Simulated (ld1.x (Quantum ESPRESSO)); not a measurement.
**Transferability test, PAW potential for antimony**

* Element: antimony
* Generator: ld1.x (Quantum ESPRESSO) 7.5
* Type: PAW
* Functional: LDA (PZ)
* Relativity: scalar-relativistic
* Frozen core: [Kr]
* Valence charge: 15
* Reference configuration: 4d10 5s2 5p3
* Partial waves: 5s (bound): rcut 1.40, rcutus 1.90 bohr; 5s channel at 2.5 Ry: rcut 1.40, rcutus 1.90 bohr; 5p (bound): rcut 2.00, rcutus 2.20 bohr; 5p channel at 0.4 Ry: rcut 2.00, rcutus 2.20 bohr; 4d (bound): rcut 1.45, rcutus 1.65 bohr; 4d channel at -1.6 Ry: rcut 1.45, rcutus 1.65 bohr
* Local potential: all-electron potential smoothed inside 1.30 bohr (lloc = -1)
* Core correction: Bessel-smoothed model core inside 1.45 bohr
* Augmentation charge: GAUSS, radius 1.50 bohr

Energies are relative to the spin-unpolarised reference configuration 4d10 5s2 5p3; without spin polarisation the order of configurations can differ from experiment. Not all tests gave a result: test run stopped at test 5 of 9 (negative rho).

| valence configuration | charge | ΔE all-electron (eV) | error AE − PS (meV) |
| --- | --- | --- | --- |
| 4d10 5s2 5p2 | +1 | 8.521 | -1.9 |
| 4d10 5s2 5p1 | +2 | 24.774 | -4.4 |
| 4d10 5s1 5p4 | 0 | 8.209 | -0.3 |

**Question.** What are ΔE and the potential's error for 4d10 5s2 5p0?

**Answer.** ΔE = 49.559 eV all-electron; the error (AE − PS) is -6.6 meV.

Levels in the configuration 4d10 5s2 5p2:

```json
{"level": "4d", "all-electron (eV)": "-42.093", "pseudo (eV)": "-42.107"}
{"level": "5s", "all-electron (eV)": "-20.957", "pseudo (eV)": "-20.957"}
{"level": "5p", "all-electron (eV)": "-12.234", "pseudo (eV)": "-12.233"}
```

Note: ghost state, extra bound levels that the all-electron valence spectrum of the same l lacks: s at -146.2 eV. A true bound ghost makes a file unfit for plane-wave use.
